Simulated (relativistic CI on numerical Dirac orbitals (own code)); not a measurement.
## Radial parameters of Ta61+

Calculated at this level of theory: Dirac-Coulomb-Breit CI, KLI orbitals optimised for each configuration, QED by a radiative potential, unscaled Slater integrals (own radial code, finite nucleus).

Slater integrals F^k, G^k are unscaled and averaged over j, outside the closed core [Ne]; ζ comes from projecting the Hamiltonian with its Breit term on Σ l·s of the shell.

- 3s.3p: G^1(3s,3p) = 678970, ζ(3p) = 1.8614e+06 cm⁻¹; <r>(3s) = 0.1861, <r^2>(3s) = 0.03959, <r>(3p) = 0.1818, <r^2>(3p) = 0.03832 (bohr units).
- 3p2: F^2(3p,3p) = 535710, ζ(3p) = 1.8612e+06 cm⁻¹; <r>(3p) = 0.182, <r^2>(3p) = 0.03837 (bohr units).
- 3s.3d: G^2(3s,3d) = 423300, ζ(3d) = 252910 cm⁻¹; <r>(3s) = 0.1861, <r^2>(3s) = 0.03962, <r>(3d) = 0.1606, <r^2>(3d) = 0.02968 (bohr units).

Averages of the first 10 configurations, taken without configuration mixing, which lowers the lowest level and can move excited configurations by several eV; other configurations of the list can lie among them:

```csv
Configuration,Parity,States,Average energy above the lowest level (eV)
3s2,even,1,4.2
3s.3p,odd,12,381.5
3p2,even,15,782.2
3s.3d,even,20,745.3
3d2,even,45,1499.0
3p.3d,odd,60,1136.0
3p.4s,odd,12,3494.1
3d.4s,even,20,3845.2
3s.4s,even,4,3101.4
3s.4p,odd,12,3264.4
```
